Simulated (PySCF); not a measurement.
## Tl: excitation energy

Tl [Xe] 4f14 5d10 6s2 6p1 (2P) → Tl [Xe] 4f14 5d10 6s1 6p1 6d1 (high-spin determinant), as a difference of total energies. Calculation: PySCF 2.14, in aug-cc-pVTZ-PP with one added diffuse shell each of d, f type with ECP60MDF (6s5p5d3f, 67 functions); scalar relativity through the core potential. Correlated levels: valence: 5s2 5p6 5d10 frozen. The calculations carry no spin-orbit coupling.

```csv
method,excitation energy (eV)
UHF,9.027
LDA,11.180
PBE,10.692
PBE0,10.485
r2SCAN,10.673
B3LYP,10.744
BHandHLYP,10.467
CAM-B3LYP,10.804
B97-3,10.614
MP2 (valence),9.632
SCS-MP2 (valence),9.796
```

Problem. How much does correlation contribute at MP2 (valence)?

Solution. 9.632 − (9.027) = 0.605 eV, measured against UHF.

The upper state lies above the first ionisation limit, but in LS coupling its spin forbids autoionisation to the ground ion; at this Z spin-orbit coupling breaks that rule.

The promoted electron is Rydberg-like, and one or two diffuse shells describe it only roughly, which tends to raise the upper state.

The determinant of the upper state mixes LS terms, which raises its energy above the lowest term, most at the Hartree-Fock and MP2 levels.
